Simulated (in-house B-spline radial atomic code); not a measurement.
Settings and results of a run for the chromium ion Cr⁶⁺. Computed with a radial B-spline atomic code at the basis-set limit: scalar-relativistic (X2C) revTPSS, spin-polarised, spherical fractional occupations, Fermi nucleus of rms radius 3.6452 fm.

Command:
```bash
python run_scf.py task.json out
```
Settings (nuclear radius in fm, mass in u):
```
Z                24
configuration    [Ne] 3s2 3p6
hamiltonian      x2c
method           revtpss,revtpss
spin_polarised   True
nucleus          fermi
rms_radius       3.6452
atomic_mass      51.9405
speed_of_light   137.035999084
```

Output (hartree, bohr):
```
 radial grid: 66 intervals, B-splines of order 8, outer radius 10.2985 bohr

 iter        energy (Eh)    residual
    1       -1040.775760    3.64e-02
    2       -1040.778351    1.27e-03
    3       -1040.778364    4.94e-04
    4       -1040.778365    2.10e-04
    5       -1040.778365    3.89e-05
    6       -1040.778365    4.05e-06
    7       -1040.778365    1.89e-07

 total energy                     -1040.77837
 kinetic                            1053.1693
 electron-nucleus                  -2409.4896
 Hartree                             360.9289
 exchange-correlation                -45.3870

 orbital      occ     eigenvalue          <r>       <r^2>       <1/r>     <1/r^2>       <r^4>       r_max
 1s up      1.000      -220.6521    0.0632153  0.00538709     24.1748     1236.08 7.50892e-05     0.04127
 1s down    1.000      -220.6521    0.0632153  0.00538709     24.1748     1236.08 7.50892e-05     0.04127
 2s up      1.000       -28.9250     0.292174    0.100882     5.10191     115.087   0.0178197       0.243
 2s down    1.000       -28.9250     0.292174    0.100882     5.10191     115.087   0.0178197       0.243
 2p up      3.000       -24.9148     0.259744   0.0829948     4.95149     33.8227    0.014053      0.1978
 2p down    3.000       -24.9148     0.259744   0.0829948     4.95149     33.8227    0.014053      0.1978
 3s up      1.000        -6.6036     0.845546    0.816607     1.67663     18.8065     1.02476      0.7536
 3s down    1.000        -6.6036     0.845546    0.816607     1.67663     18.8065     1.02476      0.7536
 3p up      3.000        -5.4696     0.872686    0.882398     1.56673     5.39765     1.25313      0.7624
 3p down    3.000        -5.4696     0.872686    0.882398     1.56673     5.39765     1.25313      0.7624
```

Radii and densities under X2C are those of the two-component orbitals, without the picture-change correction, which makes inner s shells of heavy atoms about 5 % too small.
